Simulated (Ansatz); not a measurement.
Total energies of `[CH3][GaH][CH2][GaH][CH3]`.

Cartesian coordinates in Å:
```
C 1.5771 0.1231 1.9707
Ga -0.3014 0.6591 1.7115
C -1.4428 -0.3262 0.4563
Ga -1.1853 0.2208 -1.4102
C 0.3231 -0.4988 -2.4544
H 2.2408 0.9105 1.6001
H 1.8208 -0.8034 1.4486
H 1.8022 -0.0034 3.0327
H -0.8792 1.9134 2.4732
H -2.4907 -0.1951 0.7343
H -1.1535 -1.3807 0.5225
H -2.1652 1.2732 -2.0579
H 0.9645 0.3169 -2.8010
H -0.0422 -1.0123 -3.3482
H 0.9319 -1.1972 -1.8782
```

The species carries charge 0 and has multiplicity 1. Correlated methods include outer-core shells of Ga, which these sets cover unevenly. Scalar relativity is left out up to krypton. The structure was optimised at the PBE0-D4/def2-TZVP level. It is one conformer, not always the lowest. Basis def2-TZVPP, the Gaussian-basis code of Ansatz.

RPA on PBE orbitals: Hartree–Fock energy of these orbitals -3965.87195 Eh, correlation -1.65044 Eh (frozen core).

```tsv
functional	kind	energy without D4 (Eh)	D4 term (kJ/mol)
PBE	GGA	-3969.31734	-32.1
revPBE	GGA	-3969.76324	-85.1
r2SCAN	meta-GGA	-3969.98605	-8.3
B97M-V	meta-GGA with VV10	-3969.35245	–
PBE0	global hybrid, 25 % exact exchange	-3969.42435	-27.7
B3LYP	global hybrid, 20 %	-3970.19702	-51.6
r2SCANh	meta-GGA hybrid, 10 %	-3969.96074	-8.9
r2SCAN0	meta-GGA hybrid, 25 %	-3969.92497	-9.9
HSE06 (plane-wave form)	screened hybrid	-3969.41495	-26.2
BHLYP	global hybrid, 50 %	-3969.94953	-44.3
LC-ωPBE	long-range corrected hybrid	-3969.51651	–
ωB97M-V	range-separated hybrid meta-GGA with VV10	-3969.79123	–
B2PLYP	double hybrid	-3969.23303	–
PBE-QIDH	double hybrid	-3968.73828	–
```

Question: Give the same for LDA (SPW92), BLYP, CAM-B3LYP, ωB97X-V. (Estimate.)

Answer: Computed: 
```json
{"functional": "LDA (SPW92)", "kind": "LDA", "energy without D4 (Eh)": "-3962.85896", "D4 term (kJ/mol)": "–"}
{"functional": "BLYP", "kind": "GGA", "energy without D4 (Eh)": "-3970.13850", "D4 term (kJ/mol)": "-67.6"}
{"functional": "CAM-B3LYP", "kind": "range-separated hybrid", "energy without D4 (Eh)": "-3970.24589", "D4 term (kJ/mol)": "-28.7"}
{"functional": "ωB97X-V", "kind": "range-separated hybrid GGA with VV10", "energy without D4 (Eh)": "-3969.69786", "D4 term (kJ/mol)": "–"}
```

B3LYP takes the VWN-RPA correlation (the form of Gaussian; ORCA's B3LYP/G). HSE06 is the plane-wave form, built on full-range PBE exchange. The double hybrids freeze the cores in their second-order part.

LC-ωPBE has ω = 0.4 bohr⁻¹.
